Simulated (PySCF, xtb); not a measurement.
C3H13NSi2, SMILES CNC(C)([SiH3])[SiH3]. One conformer was computed; it need not be the lowest.

Harmonic wavenumbers (cm⁻¹) from GFN2-xTB (xtb) at its own minimum, in rising order: 74, 136, 159, 164, 181, 225, 234, 257, 281, 351, 386, 513, 518, 526, 561, 601, 755, 768, 775, 778, 796, 799, 826, 837, 927, 1036, 1071, 1094, 1127, 1156, 1190, 1405, 1414, 1421, 1491, 1497, 1508, 1518, 2207, 2215, 2238, 2251, 2281, 2304, 2866, 2972, 2994, 3002, 3006, 3023, 3324.

Problem. What does r2SCAN-D4/def2-SVP (PySCF) give at its own minimum? (An estimate is asked for; the answer gives what the named calculation found.)

Solution. 102, 151, 166, 180, 200, 218, 231, 249, 258, 351, 381, 528, 561, 613, 649, 680, 711, 818, 894, 901, 927, 935, 938, 945, 950, 1028, 1072, 1095, 1145, 1173, 1197, 1368, 1432, 1448, 1462, 1464, 1470, 1502, 2197, 2205, 2209, 2218, 2232, 2239, 2951, 3003, 3063, 3089, 3110, 3123, 3488. Paired by order, the mean absolute difference is 47 cm⁻¹ and the zero-point energies are 91.5 and 93.7 kcal/mol.
